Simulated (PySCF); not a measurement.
## Working out the ionisation energy of P+

P+ [Ne] 3s2 3p2 (3P) → P(2+) [Ne] 3s2 3p1 (2P). Computed with PySCF 2.14 in aug-cc-pVTZ-DK (6s5p3d2f, 50 functions), with scalar relativity by spin-free X2C-1e. Frozen: [Ne]. Energies in hartree (1 hartree = 27.21139 eV):

```json
{"part": "UHF", "P+ (lower)": "-341.167705", "P(2+) (upper)": "-340.463895"}
{"part": "MP2 opposite-spin", "P+ (lower)": "-0.052171", "P(2+) (upper)": "-0.043258"}
{"part": "MP2 same-spin", "P+ (lower)": "-0.010607", "P(2+) (upper)": "-0.002946"}
```

Problem. What does Hartree-Fock give?

Solution. (-340.463895) − (-341.167705) = 0.703810 hartree = 19.152 eV.

Problem. What do MP2 and SCS-MP2 (6/5 opposite-spin, 1/3 same-spin) give?

Solution. The opposite-spin parts differ by 0.243 eV and the same-spin parts by 0.208 eV. MP2: 19.152 + (0.243) + (0.208) = 19.603 eV. SCS-MP2: 19.152 + 1.2 × (0.243) + (0.208)/3 = 19.513 eV.

A first-order spin-orbit estimate adds -0.007 eV to MP2 (valence), giving 19.596 eV against 19.769 eV (semi-empirical (NIST evaluation); NIST Atomic Spectra Database, ionization energies).

What remains against the reference includes basis incompleteness, the frozen core and correlation beyond second order.
